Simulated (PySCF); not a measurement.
**Ge²⁺: ionisation energy**

Ge²⁺ [Ar] 3d10 4s2 (1S) → Ge³⁺ [Ar] 3d10 4s1 (2S), as a difference of total energies. Calculation: PySCF 2.14, in aug-cc-pVQZ-PP with ECP10MDF (7s6p5d3f2g, 89 functions); a scalar-relativistic core potential. Correlated levels: valence: 3s2 3p6 3d10 frozen. The calculations carry no spin-orbit coupling.

```json
{"method": "UHF", "ionisation energy (eV)": "32.191", "error (eV)": "-1.867"}
{"method": "LDA", "ionisation energy (eV)": "34.758", "error (eV)": "+0.700"}
{"method": "PBE", "ionisation energy (eV)": "34.294", "error (eV)": "+0.236"}
{"method": "PBE0", "ionisation energy (eV)": "33.952", "error (eV)": "-0.106"}
{"method": "r2SCAN", "ionisation energy (eV)": "34.026", "error (eV)": "-0.032"}
{"method": "HSE06", "ionisation energy (eV)": "34.009", "error (eV)": "-0.049"}
{"method": "M06-2X", "ionisation energy (eV)": "34.006", "error (eV)": "-0.052"}
{"method": "CAM-B3LYP", "ionisation energy (eV)": "34.391", "error (eV)": "+0.333"}
{"method": "M06", "ionisation energy (eV)": "34.585", "error (eV)": "+0.527"}
{"method": "MP2 (valence)", "ionisation energy (eV)": "33.012", "error (eV)": "-1.046"}
{"method": "SCS-MP2 (valence)", "ionisation energy (eV)": "33.176", "error (eV)": "-0.882"}
```

Reference: 34.058 eV (measured; NIST Atomic Spectra Database, ionization energies).

Errors of the correlated levels include the incompleteness of this basis and the frozen core.

MP2 underrates the near-degeneracy of ns² with np² in the lower species.
